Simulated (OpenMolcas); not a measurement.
Cr2+ among 5 point charges of -2 e arranged as a trigonal bipyramid (D3h), 1.9 Å from the ion, with the axial distance 2.128 Å.
```
   1.9000    0.0000    0.0000  -2.00
  -0.9500    1.6454    0.0000  -2.00
  -0.9500   -1.6454    0.0000  -2.00
   0.0000    0.0000    2.1280  -2.00
   0.0000    0.0000   -2.1280  -2.00
```

| Property | Result |
| --- | --- |
| Program | OpenMolcas 26.06 |
| Method | CASSCF |
| Basis | ANO-RCC-VDZP [5s4p2d1f] |
| Scalar Hamiltonian | DKH2, point nucleus |
| Active space | 4 electrons in 5 orbitals (3d) |
| State averaging | 2S+1 = 5 even, 5 roots; 2S+1 = 3 even, 45 roots; 2S+1 = 1 even, 50 roots |
| Spin-orbit coupling | state interaction with AMFI integrals over the reference wave functions |

What is the spin-free ground state (labels of D3, the rotations of D3h)?

5A1, 1-fold in its orbital part, 100 % from free-ion D terms; it has the highest spin that d4 allows.

Where is the first state of the same spin?

5E at 5540 cm-1 above the ground state.

What are the lowest two levels with spin-orbit coupling?

A 1-fold level, then a 2-fold level 2.8 cm-1 above it. Their leading multiplicities are 5 (100 %) and 5 (100 %).

What is χT at 300 K, and how does it compare with the textbook value?

The lowest level has 2S+1 = 5, for which the spin-only value is χT = S(S+1) / 2 = 3.000 cm3 K/mol (g = 2). The computed 2.929 at 300 K differs by -0.071, through orbital momentum, spin-orbit coupling and any other state in reach.

Without dynamic correlation the repulsion within the d shell is too large (B by tens of per cent), so at a given field states of lower spin stand too high. This is an electrostatic model: the charges have no orbitals. An unlabelled pair can be two single states that coincide in this model. No measured value stands beside these numbers.
